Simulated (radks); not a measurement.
Q: The table gives one normalised radial function P(r) = r R(r) (large component) of Pb4+ in [Xe] 4f14 5d8 6s2 (r in bohr). Method: Dirac Kohn-Sham, PBEsol, spin-unpolarised, spherical densities, finite nucleus; open shells are shared between the two j in proportion to 2j + 1; Fermi nuclear charge, rms radius 5.5012 fm; computed with a radial shooting solver on a logarithmic mesh with Libxc functionals.

| r | P |
|---|---|
| 0.001708 | 0.0000 |
| 0.001972 | 0.0000 |
| 0.002278 | 0.0000 |
| 0.002652 | 0.0000 |
| 0.003062 | 0.0000 |
| 0.003536 | 0.0000 |
| 0.004117 | 0.0000 |
| 0.004755 | 0.0000 |
| 0.005491 | 0.0000 |
| 0.006342 | 0.0000 |
| 0.007383 | 0.0000 |
| 0.008526 | 0.0001 |
| 0.009847 | 0.0001 |
| 0.01137 | 0.0002 |
| 0.01324 | 0.0004 |
| 0.01529 | 0.0007 |
| 0.01766 | 0.0013 |
| 0.02039 | 0.0021 |
| 0.02374 | 0.0036 |
| 0.02742 | 0.0060 |
| 0.03166 | 0.0098 |
| 0.03686 | 0.0162 |
| 0.04257 | 0.0259 |
| 0.04916 | 0.0408 |
| 0.05678 | 0.0632 |
| 0.0661 | 0.0983 |
| 0.07633 | 0.1465 |
| 0.08816 | 0.2136 |
| 0.1018 | 0.3039 |
| 0.1185 | 0.4281 |
| 0.1369 | 0.5743 |
| 0.1581 | 0.7456 |
| 0.184 | 0.9447 |
| 0.2125 | 1.1357 |
| 0.2455 | 1.3093 |
| 0.2835 | 1.4434 |
| 0.33 | 1.5193 |
| 0.3811 | 1.5150 |
| 0.4402 | 1.4344 |
| 0.5083 | 1.2870 |
| 0.5918 | 1.0797 |
| 0.6834 | 0.8596 |
| 0.7893 | 0.6419 |
| 0.9115 | 0.4468 |
| 1.061 | 0.2803 |
| 1.226 | 0.1651 |
| 1.415 | 0.0885 |
| 1.648 | 0.0409 |
| 1.903 | 0.0174 |
| 2.198 | 0.0064 |
| 2.538 | 0.0020 |
| 2.955 | 0.0005 |
| 3.412 | 0.0001 |
| 3.941 | 0.0000 |
| 4.551 | 0.0000 |
| 5.298 | 0.0000 |
| 6.119 | 0.0000 |

Which n and l does it have? It may be an empty orbital.

A: n = 4, l = 3: the number of nodes gives n - l - 1 = 0, the rise at small r points to l (this Dirac orbital starts outside the nucleus as r^gamma with gamma = sqrt((l + 1)^2 - (Z/c)^2) = 3.95; the j = 7/2 orbital of l + 1 starts with the same power, but with a smaller coefficient, and then steepens), and the extent must fit the shell. The curve is that of 4f7/2; the two j differ most near the nucleus, where j = l - 1/2 has the larger amplitude, and in heavy atoms j = l - 1/2 is also the more compact. 4f7/2: eigenvalue -181.86 eV, 0 radial nodes, <r> = 0.456 bohr, 90 % of the charge inside 0.724 bohr.
